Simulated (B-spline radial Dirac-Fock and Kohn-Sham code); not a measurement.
**Dipole and non-dipole photoemission parameters of Cr⁴⁺ 3p3/2**

System: the Cr⁴⁺ ion, [Ar] 3d2; threshold 112.4 eV (orbital energy of the model). Method: Dirac-Hartree-Slater photoionisation with a Latter tail; cross sections with all multipoles, angular parameters from the dipole term and its interference with E2. Computed with a B-spline atomic structure program.

The run's input, task.json:

```json
{"items": [{
  "Z": 24,
  "q": 4,
  "cfg": [[1, 0, 2], [2, 0, 2], [2, 1, 6], [3, 0, 2], [3, 1, 6], [3, 2, 2]],
  "A": 52,
  "rrms": 3.6452,
  "do": "xps",
  "hv": [66.9, 83.8, 150, 176.0, 200, 201.0, 317.0, 335.0, 362.0, 380.0, 665.0, 802.0, 1140.0, 1290.0, 1340.0, 1730.0, 2984.4, 3010.0, 3250.0, 3970.0, 4000, 5740.0, 7280.0, 7440.0, 7650.0, 8047.8, 9251.7, 10700.0, 12000, 15000]
}]}
```

Command: `python xray2_run.py task.json out`

| hν (eV) | σ (kb) | β | γ | δ |
| --- | --- | --- | --- | --- |
| 150 | 840 | 1.032 | 0.113 | 0.008 |
| 176 | 760 | 1.259 | 0.066 | 0.002 |
| 200 | 672 | 1.379 | 0.031 | 0.000 |
| 201 | 668 | 1.383 | 0.029 | 0.000 |
| 317 | 353 | 1.594 | -0.020 | 0.002 |
| 335 | 322 | 1.606 | -0.018 | 0.002 |
| 362 | 282 | 1.618 | -0.012 | 0.003 |
| 380 | 259 | 1.623 | -0.007 | 0.003 |
| 665 | 83.5 | 1.613 | 0.124 | 0.008 |
| 802 | 54.8 | 1.586 | 0.192 | 0.010 |
| 1140 | 23.3 | 1.510 | 0.342 | 0.017 |
| 1290 | 17.0 | 1.476 | 0.400 | 0.020 |
| 1340 | 15.4 | 1.465 | 0.417 | 0.021 |
| 1730 | 7.79 | 1.383 | 0.541 | 0.030 |
| 2984.4 | 1.64 | 1.170 | 0.813 | 0.063 |
| 3010 | 1.60 | 1.166 | 0.817 | 0.063 |
| 3250 | 1.27 | 1.133 | 0.855 | 0.070 |
| 3970 | 0.687 | 1.043 | 0.953 | 0.089 |
| 4000 | 0.671 | 1.040 | 0.957 | 0.090 |
| 5740 | 0.212 | 0.871 | 1.119 | 0.135 |
| 7280 | 0.0963 | 0.760 | 1.212 | 0.173 |
| 7440 | 0.0896 | 0.750 | 1.220 | 0.177 |
| 7650 | 0.0815 | 0.737 | 1.230 | 0.182 |
| 8047.8 | 0.0687 | 0.714 | 1.249 | 0.191 |
| 9251.7 | ? | ? | ? | ? |
| 10700 | 0.0258 | 0.586 | 1.344 | 0.250 |
| 12000 | 0.0173 | 0.537 | 1.380 | 0.276 |
| 15000 | 0.00784 | 0.443 | 1.449 | 0.333 |

Question: Give the values at Ga Kα (9251.7 eV).

Answer: σ = 0.0427 kb, β = 0.650, γ = 1.297, δ = 0.219.
